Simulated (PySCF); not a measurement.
Ligand exchange on a metal centre used in film growth or etching (Ti Cl-F). Isolated molecules, 0 K electronic values unless said otherwise. All members: neutral, multiplicity 1. Level: B3LYP-D3(BJ)/def2-TZVP // TPSS-D3(BJ)/def2-SVP (PySCF), beside PBE-D3(BJ)/def2-TZVP // TPSS-D3(BJ)/def2-SVP (PySCF) at the same geometries. B3LYP has the VWN-RPA correlation part, as in Gaussian. 

```json
[
 {"species": "[Ti(Cl)4]", "HOMO–LUMO gap, PBE (eV)": "3.64", "HOMO–LUMO gap, B3LYP-D3(BJ) (eV)": "5.31"},
 {"species": "[Ti(Cl)3(F)]", "HOMO–LUMO gap, PBE (eV)": "3.71", "HOMO–LUMO gap, B3LYP-D3(BJ) (eV)": "5.38"},
 {"species": "[Ti(Cl)2(F)2]", "HOMO–LUMO gap, PBE (eV)": "3.96", "HOMO–LUMO gap, B3LYP-D3(BJ) (eV)": "withheld"},
 {"species": "[Ti(Cl)(F)3]", "HOMO–LUMO gap, PBE (eV)": "4.41", "HOMO–LUMO gap, B3LYP-D3(BJ) (eV)": "6.19"},
 {"species": "[Ti(F)4]", "HOMO–LUMO gap, PBE (eV)": "6.35", "HOMO–LUMO gap, B3LYP-D3(BJ) (eV)": "8.69"}
]
```

Question: Fit y = a + b·x, y being the HOMO–LUMO gap at the first level, to the 4 complete rows by least squares, with x = the PBE value in eV. Give a, b and the rms residual, and predict the withheld value.

Answer: Means of the 4 rows: x̄ = 4.5275, ȳ = 6.3925 eV. Σ(x − x̄)² = 4.7913 and Σ(x − x̄)(y − ȳ) = 5.9994, so b = 1.252 and a = ȳ − b·x̄ = 0.724 eV. The rms residual is 0.033 eV. At x = 3.96 the line gives 5.68 eV. The run for [Ti(Cl)2(F)2] gave 5.66 eV, so the line is off by 0.02 eV, within twice the rms residual.

Codes: PySCF.
